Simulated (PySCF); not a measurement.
# SMILES CO[SiH2][SiH2]Br, CH7BrOSi2

Molfile (atoms numbered from 1):
```
CH7BrOSi2
     RDKit          3D

 12 11  0  0  0  0  0  0  0  0999 V2000
   -2.1418    0.6561   -0.7498 C   0  0  0  0  0  0  0  0  0  0  0  0
   -1.0056   -0.1234   -0.4935 O   0  0  0  0  0  0  0  0  0  0  0  0
    0.3883    0.4592    0.2093 Si  0  0  0  0  0  4  0  0  0  0  0  0
    1.8365   -1.3498    0.4984 Si  0  0  0  0  0  4  0  0  0  0  0  0
    3.6341   -0.4284    1.4715 Br  0  0  0  0  0  0  0  0  0  0  0  0
   -2.5576    1.0957    0.1757 H   0  0  0  0  0  0  0  0  0  0  0  0
   -1.9272    1.4803   -1.4548 H   0  0  0  0  0  0  0  0  0  0  0  0
   -2.9153    0.0159   -1.1998 H   0  0  0  0  0  0  0  0  0  0  0  0
    0.1037    1.0774    1.5446 H   0  0  0  0  0  0  0  0  0  0  0  0
    1.0444    1.4962   -0.6502 H   0  0  0  0  0  0  0  0  0  0  0  0
    1.2982   -2.3989    1.4122 H   0  0  0  0  0  0  0  0  0  0  0  0
    2.2727   -1.9855   -0.7784 H   0  0  0  0  0  0  0  0  0  0  0  0
  1  2  1  0
  2  3  1  0
  3  4  1  0
  4  5  1  0
  1  6  1  0
  1  7  1  0
  1  8  1  0
  3  9  1  0
  3 10  1  0
  4 11  1  0
  4 12  1  0
M  END
```

Computed, not measured: GIAO B3LYP/pcSseg-1 magnetisability, rotational g tensor and spin-rotation constants, non-relativistic, gas phase (PySCF). Geometry: PBE0-D3(BJ)/def2-SVP.

The calculation is non-relativistic, which matters for the atoms heavier than Zn.

Q: How diamagnetic is it, and how anisotropic?

A: Isotropic -1353 × 10⁻³⁰ J/T², or -81.5 × 10⁻⁶ cm³/mol; principal values -1496, -1299, -1263 × 10⁻³⁰ J/T², anisotropy 217 × 10⁻³⁰ J/T² (root of half the summed squared differences of the principal values). The susceptibility is in cgs units.

Q: Split it along the inertial axes a, b, c into diamagnetic and paramagnetic parts about the centre of mass, with the quadrupole moment.

A: 
| axis | χ (10⁻⁶ cm³/mol) | diamagnetic (10⁻⁶ cm³/mol) | paramagnetic (10⁻⁶ cm³/mol) | summed x² of all electrons (Å²) | quadrupole Θ (D Å) |
| --- | --- | --- | --- | --- | --- |
| a | -89.3 | -288.2 | 198.9 | 439.1 | +6.04 |
| b | -79.0 | -1948.8 | 1869.8 | 47.7 | -2.50 |
| c | -76.1 | -2065.5 | 1989.4 | 20.2 | -3.54 |

Anisotropies 2χaa − χbb − χcc = -23.5 and 2χbb − χaa − χcc = +7.4 × 10⁻⁶ cm³/mol. Θ is traceless in Buckingham's convention.

Q: And the rotational g tensor?

A: 
```csv
axis,rotational constant (GHz),g,nuclear part,electronic part
a,7.7188,-0.0639,0.6574,-0.7214
b,0.6093,-0.0066,0.5287,-0.5352
c,0.5745,-0.0068,0.5302,-0.5370
```
Asymmetric top; isotopes 79Br, 12C, 1H, 16O, 28Si; no vibrational averaging.
